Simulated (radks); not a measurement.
Results of a calculation; reference values are marked as such.
Question: The strontium ion Sr3+, 35 electrons, occupied as [Ar] 3d10 4s2 4p5. Level of theory: Dirac Kohn-Sham, PBE, spin-unpolarised, spherical densities, point nucleus; open shells are shared between the two j in proportion to 2j + 1 (a radial shooting solver on a logarithmic mesh with Libxc functionals). Some entries of the table are withheld. Estimate them.

orbital     occ.  eigenvalue (hartree)  r(max) (bohr)  <r^2> (bohr^2)
1s1/2          2             -586.5892        0.02553        0.002067
2s1/2          2                   (1)         0.1452         0.03501
2p1/2          2                   (2)         0.1137         0.02669
2p3/2          4                   (3)         0.1171         0.02810
3s1/2          2             -13.37278         0.4359          0.2776
3p1/2          2             -10.78336         0.4248          0.2817
3p3/2          4             -10.39756         0.4337          0.2936
3d3/2          4              -5.85368         0.3749          0.2990
3d5/2          6              -5.78627         0.3776          0.3033
4s1/2          2              -2.53605          1.180           1.987
4p1/2    1.66667                   (4)          1.285           2.478
4p3/2    3.33333                   (5)          1.309           2.570

Answer: 
(1) 2s1/2 eigenvalue (hartree): -80.38550
(2) 2p1/2 eigenvalue (hartree): -73.25612
(3) 2p3/2 eigenvalue (hartree): -70.74187
(4) 4p1/2 eigenvalue (hartree): -1.87546
(5) 4p3/2 eigenvalue (hartree): -1.82811
